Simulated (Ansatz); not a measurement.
H3B, charge -1, doublet, geometry from GFN2-xTB (a state made from the parent by changing its charge; the spin is typed, not shown lowest) (a gas-phase anion, which may not be bound at this level). Base run: HF/6-311G** (Ansatz, a first-principles code).

Ansatz was given this input:
Ansatz 0.2 input:
```yaml
crystal:
  periodic: [false, false, false]
  atoms:
    - {symbol: B, position_ang: [-0.02295689, 0.11293440, 0.07973905]}
    - {symbol: H, position_ang: [-1.12938022, -0.24504002, -0.38859424]}
    - {symbol: H, position_ang: [0.47162964, -0.77145882, 0.81790375]}
    - {symbol: H, position_ang: [0.77253505, 0.45182687, -0.82800475]}
basis:
  gaussian:
    orbitals: 6-311G__.json
hamiltonian:
  xc: hf
total_charge: -1
magnetization: {spin_polarized: true, initial_magnetization: 1}
```
The basis file holds 6-311G** in the JSON format of the Basis Set Exchange.

Each row names what was changed in the base input (with any setting that the change needs).

| change | ΔE vs base (kcal/mol) |
|---|---|
| base | 0.000 |
| nuclear_model = gaussian | 0.001 |
| point_charge = charge:-1.0 position_ang:-0.1611, 2.4966, -3.3659 | 76.9 |
| lower_state_search = full | 0.000 |
| point_charge = charge:0.5 position_ang:3.5895, 2.0423, -0.6062 | -40.60 |
| point_charge = charge:1.0 position_ang:-0.7208, -3.8939, -1.7513 | -76.1 |
| fitting.mean_field = def2-universal-JKFIT | -0.003 |
| accuracy = high | 0.000 |
| forces = on | 0.000 |
| lower_state_search = light | 0.000 |
| lower_state_search = off | 0.000 |

A gas-phase anion may not be bound at this level; its values then depend on the basis.
